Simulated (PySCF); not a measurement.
# Choosing a basis for TDDFT

Compound: potassium bromide, KBr.
Atom-mapped SMILES: `[K:1][Br:2]`

TDDFT with PBE0 (PySCF), vertical singlets, core orbitals frozen in the response, spherical d and f functions. Isolated species at its PBE0-D3(BJ)/def2-SVP geometry, gas phase. The PBE0/def2-SVP calculation is non-relativistic and has no spin–orbit coupling, an omission that weighs most on bromine.

**Question.** How do the low singlets change with the basis? Take def2-SVP, 6-31G*, def2-SVPD, def2-TZVP and def2-TZVPD.

**Answer.** 

```tsv
basis	functions	diffuse	S1 (eV)	S2 (eV)	S3 (eV)	S4 (eV)	S5 (eV)	LUMO (eV)	α (au)
def2-SVP	56	no	3.16	3.16	3.57	4.95	4.95	-1.43	35.2
6-31G*	64	no	3.49	3.49	3.86	4.93	4.93	-1.44	37.1
def2-SVPD	68	yes	3.51	3.51	3.94	4.96	4.97	-1.44	45.8
def2-TZVP	81	no	3.52	3.52	3.87	5.27	5.27	-1.40	40.9
def2-TZVPD	93	yes	3.55	3.55	3.89	4.99	4.99	-1.42	47.1
```

States are compared by their number. Against the largest diffuse basis here (def2-TZVPD, itself not a converged limit), sets without diffuse functions differ by up to 0.39 eV in S1 and 0.27 eV in S5; the smaller diffuse sets differ by up to 0.04 and 0.03 eV. State by state, the largest deviation of a set without diffuse functions is S1 0.39, S2 0.39, S3 0.32, S4 0.27, S5 0.27 eV. The same number needn't mean the same state in each row. Against def2-TZVPD the polarisability deviates by -25% in def2-SVP, -21% in 6-31G*, -3% in def2-SVPD, -13% in def2-TZVP.
